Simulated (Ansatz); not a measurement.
A run for Ansatz (a program for electronic structure): U-PBE0/def2-TZVPP on CdO, 2S+1 = 3, a spin state set in the input, which need not be the lowest. Elements past Kr take the def2 small-core potentials; no spin–orbit coupling.

Ansatz 0.2 input:
```yaml
crystal:
  periodic: [false, false, false]
  atoms:
    - {symbol: Cd, position_ang: [0.00000000, 0.00000000, 0.00000000]}
    - {symbol: O, position_ang: [0.00000000, 0.00000000, 1.99500000]}
basis:
  gaussian:
    orbitals: def2-TZVPP
hamiltonian:
  xc: {name: PBE0}
magnetization: {spin_polarized: true, initial_magnetization: 2}
relax: {f_tol: 0.002, max_steps: 120}
```

It printed:

```
WARN ansatz: RAYON_NUM_THREADS=2 ignored (pool sized by the plan → 2); use --threads N
Functional definition: PBE0
integrals: 0.02 GiB planned
560 factors; their error is unknown
mean field: 0.26 GiB planned
mean field evaluation 1: about -6603.9142 eV, gradient 3.0e1 eV
mean field evaluation 2: about -6568.3423 eV, gradient 9.1e1 eV
mean field evaluation 4: about -6607.5161 eV, gradient 4.4e0 eV
mean field evaluation 8: about -6607.5687 eV, gradient 1.1e-1 eV
mean field evaluation 16: about -6607.6524 eV, gradient 2.0e-4 eV
mean field -6607.65243882 eV, -242.8267482989 hartree, gradient 1.8e-5 eV, S^2 2.011428; 1 other end points of the search recorded, 0 dependent functions left out
the calculation of the forces begins
reference -6607.65246284 eV, -242.8267491815 hartree; 15, 13 occupied and 72, 74 virtual orbitals, 560 factors
relax step   1: F+E_penalty+E_count = -6607.65243882 eV  Δ(F+E_penalty+E_count) = +0.000e0 eV  max|allowed force component| = 1.173e0 eV/Å  Δτ_max = 0.0000 Å  (41 SCF iters, accepted)
these checks for a lower state are left out or cut short: starts, cluster_reference, orbital_swaps, neighbouring_geometries, increment
integrals: 0.02 GiB planned
560 factors; their error is unknown
mean field: 0.26 GiB planned
mean field -6607.69613535 eV, -242.8283541169 hartree, gradient 2.7e-5 eV, S^2 2.013006; 0 other end points of the search recorded, 0 dependent functions left out
the calculation of the forces begins
reference -6607.69615927 eV, -242.8283549957 hartree; 15, 13 occupied and 72, 74 virtual orbitals, 560 factors
relax step   2: F+E_penalty+E_count = -6607.69613535 eV  Δ(F+E_penalty+E_count) = -4.370e-2 eV  max|allowed force component| = 4.190e-1 eV/Å  Δτ_max = 0.0281 Å  (39 SCF iters, accepted)
these checks for a lower state are left out or cut short: starts, cluster_reference, orbital_swaps, neighbouring_geometries, increment
integrals: 0.02 GiB planned
560 factors; their error is unknown
mean field: 0.26 GiB planned
mean field evaluation 32: about -6607.6214 eV, gradient 1.3e-2 eV
mean field -6607.70423917 eV, -242.8286519268 hartree, gradient 1.5e-5 eV, S^2 2.014134; 0 other end points of the search recorded, 0 dependent functions left out
the calculation of the forces begins
reference -6607.70426302 eV, -242.8286528032 hartree; 15, 13 occupied and 72, 74 virtual orbitals, 560 factors
relax step   3: F+E_penalty+E_count = -6607.70423917 eV  Δ(F+E_penalty+E_count) = -8.104e-3 eV  max|allowed force component| = 5.218e-2 eV/Å  Δτ_max = 0.0177 Å  (39 SCF iters, accepted)
these checks for a lower state are left out or cut short: starts, cluster_reference, orbital_swaps, neighbouring_geometries, increment
integrals: 0.02 GiB planned
560 factors; their error is unknown
mean field: 0.26 GiB planned
mean field -6607.70438613 eV, -242.8286573272 hartree, gradient 9.5e-6 eV, S^2 2.014333; 0 other end points of the search recorded, 0 dependent functions left out
the calculation of the forces begins
reference -6607.70440996 eV, -242.8286582032 hartree; 15, 13 occupied and 72, 74 virtual orbitals, 560 factors
relax step   4: F+E_penalty+E_count = -6607.70438613 eV  Δ(F+E_penalty+E_count) = -1.470e-4 eV  max|allowed force component| = 2.116e-3 eV/Å  Δτ_max = 0.0030 Å  (41 SCF iters, accepted)
these checks for a lower state are left out or cut short: starts, cluster_reference, orbital_swaps, neighbouring_geometries, increment
integrals: 0.02 GiB planned
560 factors; their error is unknown
mean field: 0.26 GiB planned
mean field -6607.70438637 eV, -242.8286573363 hartree, gradient 9.3e-6 eV, S^2 2.014325; 0 other end points of the search recorded, 0 dependent functions left out
the calculation of the forces begins
reference -6607.70441021 eV, -242.8286582123 hartree; 15, 13 occupied and 72, 74 virtual orbitals, 560 factors
relax step   5: F+E_penalty+E_count = -6607.70438637 eV  Δ(F+E_penalty+E_count) = -2.478e-7 eV  max|allowed force component| = 8.506e-6 eV/Å  Δτ_max = 0.0001 Å  (42 SCF iters, accepted)
integrals: 0.02 GiB planned
560 factors; their error is unknown
mean field: 0.26 GiB planned
mean field evaluation 64: about -6607.5185 eV, gradient 4.7e0 eV
mean field -6607.70438637 eV, -242.8286573363 hartree, gradient 9.3e-6 eV, S^2 2.014325; 2 other end points of the search recorded, 0 dependent functions left out
the calculation of the forces begins
reference -6607.70441021 eV, -242.8286582123 hartree; 15, 13 occupied and 72, 74 virtual orbitals, 560 factors
Total energy: -6607.70441021 eV, -242.8286582123 hartree
Atom 0 at     0.000000    -0.000000    -0.048627 Å, force     0.000000     0.000000     0.000009 eV/Å
Atom 1 at    -0.000000     0.000000     2.043627 Å, force    -0.000000    -0.000000    -0.000009 eV/Å
Dipole moment:     0.000000    -0.000000    -0.572304 e Å
```

The run converged.

Cost: around 14 core-seconds (rough).
